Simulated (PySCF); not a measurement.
## Two-component Hartree-Fock for Dy⁵²⁺ (dysprosium, charge +52)

Start: [Ne] 3s2 3p2; 3p1/2 filled at m_j = -1/2, +1/2. Calculated with PySCF 2.14 in an even-tempered Gaussian basis (18 s from 14 bohr⁻², ratio 2.4; 14 p from 18 bohr⁻², ratio 2.4; 4 d from 63 bohr⁻², ratio 2.6; 4 f from 95 bohr⁻², ratio 2.6): generalised Hartree-Fock with the X2C-1e Hamiltonian and a Gaussian nucleus; one run each with spin-orbit coupling (SO) switched off, then screened by Boettger's factors.

| spinor shell | electrons | ε, spin-free (eV) | ε, screened SO (eV) | weight of nominal j (screened SO) | rms radius, screened SO (bohr) |
| --- | --- | --- | --- | --- | --- |
| 1s1/2 | 2 | -57887.3 | -57866.2 | 1.000 | 0.0240 |
| 2s1/2 | 2 | -12757.9 | -12748.2 | 1.000 | 0.0955 |
| 2p1/2 | 2 | -11749.0 | -12332.1 | 1.000 | 0.0814 |
| 2p3/2 | 4 | -11749.0 | -11491.9 | 1.000 | 0.0878 |
| 3s1/2 | 2 | -5094.3 | -5090.3 | 1.000 | 0.229 |
| 3p1/2 | 2 | -4814.7 | -4950.2 | 1.000 | 0.218 |

```
   quantity    spin-free  screened SO
E (hartree)  -9346.49637  -9364.19136
        M_J            0            0
       ⟨J²⟩        2.000        0.000
       ⟨L²⟩        2.000        1.345
       ⟨S²⟩        2.000        1.345
```

Breit and QED terms are absent; they matter most for the inner s and p1/2 levels.

Densities and radii are taken from the X2C orbitals without a picture-change correction, which distorts them close to the nucleus.

Without spin-orbit coupling the j labels of p, d and f shells carry no meaning; the spin-free column gives the mean over the occupied spinors of each nl shell.
